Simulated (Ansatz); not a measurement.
A calculation with Ansatz (development build ahead of 0.2.0).

```yaml
crystal:
  periodic: [false, false, false]
  atoms:
    - { symbol: Be, position_ang: [0.0, 0.0, 0.0] }
    - { symbol: Si, position_ang: [0.0, 0.0, 2.18] }
basis:
  gaussian: { orbitals: pcseg-2 }
total_charge: -1
magnetization:
  initial_magnetization: 1
hamiltonian:
  xc: pbe0
```

The input is written out in the form of the current development build from the run's settings.

Output:

```
Converged                       : yes
Total energy                    : -303.97898 hartree
Spin squared of the determinant : 0.750
Stability test                  : minimum among restricted orbitals
```

Caution: no diffuse functions for an anion.
